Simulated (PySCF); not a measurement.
Atoms are numbered as in `[F:1][P:2]([F:3])[P:4]([C:5]([F:6])([F:7])[F:8])[C:9]([F:10])([F:11])[F:12]`.

[PySCF 2.14.0 with density-fitted response routines: GFN2-xTB structure; NMR shieldings at PBE0/pcSseg-1/GIAO; fast rotation and ring inversion assumed for equivalent nuclei; non-relativistic; single conformer; no solvent]

Chemical shifts δ = σref − σ; TMS for 13C; CFCl3 for 19F; 31P vs H3PO4, all at this level.

| atoms | nucleus | count | Hirshfeld charge | δ (ppm) |
| --- | --- | --- | --- | --- |
| P2 | 31P | 1 | 0.32 | 276.3 |
| C5/C9 | 13C | 2 | 0.21 | ? |
| F6/F7/F8/F10/F11/F12 | 19F | 6 | -0.08 | -55.4 |
| P4 | 31P | 1 | 0.07 | -5.5 |
| F1/F3 | 19F | 2 | -0.15 | ? |

**Question.** Complete the table.

**Answer.** 
- C5/C9: 137.6 ppm, CF3 carbon; 3 electronegative neighbours deshield it
- F1/F3: -113.0 ppm, fluorine bonded to P

Shifts are as computed. Against solution values, carbons near 30 ppm lie about +3 ppm off and those near 130 ppm about +5 ppm. Of 1211 compounds with measured shifts, 218 miss one by over three times the rms of a fit or turn the order of signals round; such compounds aren't used in these exercises. Unscaled 19F shifts against computed CFCl3 carry errors that often reach 10 to 50 ppm. Experimental scales use liquid or dissolved standards, which lie at an offset from isolated H3PO4.
